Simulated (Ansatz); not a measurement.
The cluster Te3Pd2. Charge 0, multiplicity 1. Geometry r2SCAN-D4/def2-SVP; atoms count from 1.

Cartesian coordinates in Å:
```
Pd 0.245 -0.239 1.444
Pd -1.247 -0.057 -0.802
Te -0.528 2.177 0.527
Te 0.232 -2.265 -0.337
Te 1.298 0.384 -0.832
```

In the def2 sets Pd, Te take a core potential; there is no spin–orbit coupling. The restricted singlet is unstable towards broken spin symmetry in Hartree–Fock (as tested in another run); at PBE0-D4/def2-TZVP this wasn't settled. No other spin state of charge 0 was run. The structure comes from a short search, and lower isomers may exist.

Question: Estimate the Mulliken populations from the PBE0/def2-TZVP orbitals of Ansatz.

Answer: 
```tsv
atom	charge (e)	d electrons
Pd1	0.11	9.17
Pd2	0.11	9.17
Te3	-0.17	–
Te4	-0.17	–
Te5	0.11	–
```
Mulliken values and Mayer orders depend strongly on the basis.

Question: And the Mayer bond orders between bonded heavy atoms (over 0.3)?

Answer: Pd1–Te3 0.69 (2.70 Å); Pd1–Te4 0.69 (2.70 Å); Pd1–Te5 0.71 (2.58 Å); Pd2–Te3 0.69 (2.70 Å); Pd2–Te4 0.69 (2.70 Å); Pd2–Te5 0.71 (2.58 Å); Te3–Te5 0.87 (2.90 Å); Te4–Te5 0.87 (2.90 Å). Values over 0.3 also appear between atoms too far apart for a bond (Te3–Te4 0.33 at 4.59 Å); they arise where an orbital or an unpaired electron spreads over both atoms.
